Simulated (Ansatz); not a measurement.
Basis sets compared for diphenyliodonium hydroxide, `[OH-].c1ccc([I+]c2ccccc2)cc1`. The state is a singlet with charge 0. Geometry PBE-D4/def2-SVP. Ansatz on 4 threads of Arm Neoverse V2 on a shared host; times are rough, and most runs start from earlier orbitals.

Cartesian coordinates in Å:
```
O 1.4132 -0.1720 -0.8038
H 1.0445 -0.2979 -1.7051
C -0.7383 -4.9559 0.0058
C -1.8253 -4.1300 0.3335
C -1.6569 -2.7343 0.3734
C -0.4027 -2.1839 0.0855
I -0.3668 0.0527 0.3630
C 0.1897 2.2256 0.1593
C -0.8082 3.0592 0.6764
C -0.6155 4.4522 0.6734
C 0.5714 4.9915 0.1523
C 1.5630 4.1407 -0.3630
C 1.3787 2.7461 -0.3632
C 0.6911 -2.9937 -0.2439
C 0.5144 -4.3885 -0.2800
H -0.8693 -6.0482 -0.0282
H -2.8106 -4.5698 0.5539
H -2.5139 -2.0851 0.6292
H -1.7444 2.6360 1.0847
H -1.3974 5.1147 1.0767
H 0.7237 6.0816 0.1479
H 2.4950 4.5647 -0.7692
H 2.1372 2.0583 -0.7590
H 1.6599 -2.5266 -0.4663
H 1.3677 -5.0374 -0.5333
```

In the def2 sets I takes a core potential; there is no spin–orbit coupling.

Binding counts from free atoms (O triplet, H doublet, C triplet, I doublet) in the same basis, without a counterpoise term.

| level | functions | energy (Eh) | HOMO (eV) | LUMO (eV) | binding per atom (eV) | wall time |
| --- | --- | --- | --- | --- | --- | --- |
| PBE-D4/def2-SVP | 263 | -835.6409 | -5.40 | -2.99 | 4.98 | 5.5 s |
| PBE0-D4/def2-SVP | 263 | -835.6900 | -6.43 | -2.24 | 4.84 | 11 s |

Task: Estimate the rows for PBE-D4/def2-TZVP (with forces), PBE0-D4/def2-TZVP.

Result: 
```
                         level  functions  energy (Eh)  HOMO (eV)  LUMO (eV)  binding per atom (eV)  wall time
PBE-D4/def2-TZVP (with forces)        519    -836.2396      -5.49      -3.11                   4.92       16 s
             PBE0-D4/def2-TZVP        519    -836.2816      -6.47      -2.33                   4.78       34 s
```
